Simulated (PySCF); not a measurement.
## Re⁷⁴⁺: ionisation energy

Re⁷⁴⁺ 1s1 (2S) → Re⁷⁵⁺ (bare nucleus), as a difference of total energies. All numbers are calculated (PySCF 2.14, the spin-free X2C one-electron Hamiltonian (Gaussian nucleus), in an uncontracted even-tempered set (16 s from 220 bohr⁻², ratio 2.2; 7 p from 330 bohr⁻², ratio 2.4; 4 d from 1000 bohr⁻², ratio 2.4; 3 f from 1500 bohr⁻², ratio 2.4; 3 g from 2300 bohr⁻², ratio 2.4)). The calculations carry no spin-orbit coupling.

```
method  ionisation energy (eV)
   UHF                 83293.5
   LDA                 83195.3
  PBE0                 83297.2
r2SCAN                 83303.3
 B97-3                 83301.1
```

**Question.** Estimate what PBE gives.

**Answer.** 83298.4 eV, closest to PBE0 among the rows shown.

**Question.** Estimate what r2SCAN0 gives.

**Answer.** 83300.8 eV, closest to B97-3 among the rows shown.

For one electron Hartree-Fock is exact for this Hamiltonian up to the basis; QED and nuclear recoil make up the gap, and the density functionals add self-interaction.

For comparison: 83162.41 ± 0.24 eV (theoretical estimate listed by NIST; NIST Atomic Spectra Database, ionization energies).
